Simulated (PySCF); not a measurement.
Species: C₅H₁₂NPSi₂.
Geometry (PBE0-D3(BJ)/def2-SVP, Å), atoms numbered from 1 in this order:
```xyz
21
C5H12NPSi2 angstrom
C      3.723   -1.057    0.676
C      2.532   -0.884    0.813
C      1.103   -0.667    0.930
P      0.286   -0.412   -0.736
C      0.679    1.330   -1.076
C      1.639    2.076   -0.519
N     -1.392   -0.282   -0.270
Si    -2.396   -1.564   -0.938
Si    -2.014    1.080    0.656
H      4.779   -1.223    0.567
H      0.882    0.180    1.602
H      0.614   -1.560    1.354
H      0.084    1.750   -1.898
H      1.828    3.097   -0.865
H      2.286    1.701    0.280
H     -3.786   -1.361   -0.433
H     -2.405   -1.531   -2.432
H     -1.898   -2.904   -0.502
H     -2.191    2.305   -0.181
H     -3.340    0.687    1.218
H     -1.085    1.413    1.776
```

Computed with PySCF at PBE0/pcSseg-1, non-relativistic, on one gas-phase PBE0-D3(BJ)/def2-SVP geometry that isn't relaxed in the solvent. The solvent is an IEF-PCM continuum (cavity from Bondi-type radii × 1.2). Specific hydrogen bonds and non-electrostatic terms are outside this model.

Gas phase at PBE0/pcSseg-1: HOMO -6.73 eV, LUMO -0.92 eV, dipole 1.21 D.

Question: What does the continuum do to the energy, the frontier levels and the dipole at PBE0/pcSseg-1 in methanol and acetonitrile?

Answer: 
| solvent | ε | E(solvent) − E(gas) (kJ/mol) | polarisation term (kJ/mol) | distortion of the solute (kJ/mol) | HOMO (eV) | LUMO (eV) | dipole (D) |
| --- | --- | --- | --- | --- | --- | --- | --- |
| methanol | 32.61 | -18.83 | -21.27 | 2.44 | -6.75 | -0.84 | 1.74 |
| acetonitrile | 35.69 | -18.93 | -21.39 | 2.46 | -6.75 | -0.84 | 1.74 |

The first energy column is the sum of the next two and covers electrostatics alone. From methanol to acetonitrile the lowering changes by a factor 1.01, Onsager's factor (ε − 1)/(2ε + 1) by 1.00 and ε itself by 1.1.

Question: Which radius a makes the point-dipole formula ΔE = −[(ε − 1)/(2ε + 1)]·μ²/a³ give the value in acetonitrile, with the gas-phase dipole?

Answer: μ = 0.476 au and |ΔE| = 0.00721 Eh give a = 1.31 Å; the farthest nucleus lies 4.99 Å from the centroid of the nuclei, so such a sphere wouldn't even hold the nuclei. The formula assumes a rigid point dipole at the centre of a sphere.

Question: Give the dipole vector in the frame of the coordinates (D, pointing from negative to positive charge), gas and acetonitrile.

Answer: Gas (-0.01, 1.07, 0.57), solvent (-0.28, 1.44, 0.94). Its length changes by +44 % and its direction by 10°.

Question: Which Hirshfeld charges (PBE0/pcSseg-1) respond most in acetonitrile (means over atoms taken as equivalent)?

Answer: 
```tsv
atoms	environment	gas (e)	solvent (e)	change
P4	three-coordinate phosphorus	+0.218	+0.198	-0.020
C1	terminal alkyne carbon	-0.120	-0.134	-0.014
H10	alkyne hydrogen	+0.095	+0.104	+0.009
C2	alkyne carbon	-0.045	-0.054	-0.009
H11/H12	methylene hydrogen	+0.053	+0.061	+0.008
H14	vinylic hydrogen	+0.054	+0.060	+0.006
H13	vinylic hydrogen	+0.048	+0.053	+0.005
C5	alkene CH carbon	-0.100	-0.103	-0.003
```

Hardware: one thread of an Arm Neoverse V2, shared host with 96 logical CPUs at a one-minute load of 8.1. Cost: 42 s of wall time, 1.3 GiB resident at most. This is the whole shielding run at PBE0/pcSseg-1 in acetonitrile, SCF included.
